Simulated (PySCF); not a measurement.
**Structure revision by computed shifts**

A compound C6H8Si gives the data below (simulated from a calculation) and was assigned the structure `C#CC1=C[SiH2][C@@H]1C`.

¹³C{¹H} NMR (computed): δ 146.9 (C), 135.3 (CH2), 85.9 (C), 77.2 (C), 7.5 (CH), 5.2 (CH3).

¹H NMR (400 MHz, computed): δ 6.93 (br s, 1H), 6.67 (br s, 1H), 3.40 (m, 1H), 3.26 (m, 1H), 2.08 (m, 1H), 1.96 (s, 3H).

Theory: NMR shieldings at PBE0/pcSseg-1/GIAO, GFN2-xTB geometry, in PySCF 2.14 (fast rotation and ring inversion assumed for equivalent nuclei, non-relativistic Hamiltonian, no solvent model, one conformer).

δ = σ(ref) − σ, references computed at the same level: ¹H (σ = 31.72 ppm), ¹³C (σ = 186.93 ppm) against TMS.

Problem. Compare with the shifts computed for the proposed structure, pairing carbons in order of shift.

Solution. Atom-mapped SMILES (the numbers label the heavy atoms): `[CH:1]#[C:2][C:3]1=[CH:4][SiH2:5][C@@H:6]1[CH3:7]`. Each H is labelled by its parent atom.

| atom | computed for proposal | given list | difference |
| --- | --- | --- | --- |
| C3 | 159.2 | 146.9 | +12.3 |
| C4 | 149.3 | 135.3 | +14.0 |
| C1 | 93.5 | 85.9 | +7.6 |
| C2 | 83.9 | 77.2 | +6.7 |
| C6 | 35.7 | 7.5 | +28.2 |
| C7 | 19.4 | 5.2 | +14.2 |

The rms difference is 15.5 ppm and the largest +28.2 ppm at C6 (allylic sp3 CH bonded to Si). The carbon types in order of shift don't match either: C, CH, CH, C, CH, CH3 for the proposal against C, CH2, C, C, CH, CH3 in the data. The proposal doesn't fit.

Problem. Which isomer fits?

Solution. SMILES C=C1[SiH2][C@H]1C#CC.

- Carbon types of the structure: 3 × C, 1 × CH, 1 × CH2, 1 × CH3, leaving 2 H on heteroatoms.
- δC 146.9: fully substituted alkene carbon; an sp2 carbon of a C=C bond.
- δC 135.3: terminal =CH2 carbon; as expected for a trigonal carbon in a double bond.
- δC 85.9, 77.2: alkyne carbon; sp carbons lie upfield of alkene carbons because the cylindrical π system leaves one tensor component strongly shielded.
- δC 5.2: propargylic methyl carbon; a saturated carbon with 1 carbon neighbour and no heteroatom attached.

This is the structure that produced the data.

Shifts are as computed. Against solution values, carbons near 30 ppm lie about +3 ppm off and those near 130 ppm about +5 ppm. Of 1211 compounds with measured shifts, 218 miss one by over three times the rms of a fit or turn the order of signals round; such compounds aren't used in these exercises. Multiplicities follow the n + 1 count of equivalent neighbours, as no J values were calculated; m marks all less simple cases, F and P coupling included.
